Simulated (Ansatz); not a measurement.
Reactions of C$_{4}$H$_{7}$Al, SMILES `C#[C][Al]([CH3])[CH3]`.

Program: Ansatz. Geometries: PBE0-D4/def2-TZVP. ΔE: electronic, gas phase. CCSD(T)/CBS adds triple-zeta CCSD(T) − MP2 to the extrapolated MP2 energy (def2 sets, frozen cores). This one scheme is used for every species, atoms too. For atomizations the MP2-based limit and the directly extrapolated one differ by several kJ/mol either way, and by 10 to 25 for some Ge, Se and Sn compounds, so smaller differences from it don't rank the levels. DFT in def2-TZVPP. Open shells (•) are unrestricted, without spin–orbit coupling. Spin–orbit coupling would lower the free atoms: a little for Al, C. For Ge, Se outer-core shells are correlated without core-valence functions, so the limit isn't a true one: a few kJ/mol of doubt a bond, and 10 to 20 or more in all where bonds break to atoms. Scalar relativity is left out up to krypton. One conformer a species, not always the lowest.

```tsv
reaction	ωB97X-V (kJ/mol)
`C#[C][Al]([CH3])[CH3]` + H₂Se → `[CH3][Al]([CH3])[SeH]` + acetylene	-62
`C#[C][Al]([CH3])[CH3]` → Al• + 4 C• + 7 H•	4725
`C#[C][Al]([CH3])[CH3]` + `[OH][GeH3]` → `C[O][GeH3]` + `C#[C][AlH][CH3]`	93
`C#[C][Al]([CH3])[CH3]` → `C#[C][AlH][CH3]` + `[CH2]` (triplet)	489
`C#[C][Al]([CH3])[CH3]` → `CC1=[C]([AlH2])C1`	139
`C#[C][Al]([CH3])[CH3]` + `C[SiH](O)S` → `CO[SiH](C)S` + `C#[C][AlH][CH3]`	94
`C#[C][Al]([CH3])[CH3]` + acetylene → `C#[C][Al]([CH3])[C]#C` + CH₄	-70
`C#[C][Al]([CH3])[CH3]` + `[SiH3][SeH]` → `C#C[Se][SiH3]` + `[CH3][AlH][CH3]`	106
`C#[C][Al]([CH3])[CH3]` + `OB(O)O` → `[CH3][Al]([CH3])[O]B(O)O` + acetylene	-83
```

Task: Give the CCSD(T)/CBS values in the same order. (Estimate.)

Result: Ansatz gave: -66, 4731, 101, 482, 165, 103, -71, 111, -83 kJ/mol.

Largest T1 diagnostic: 0.018, for Al•.
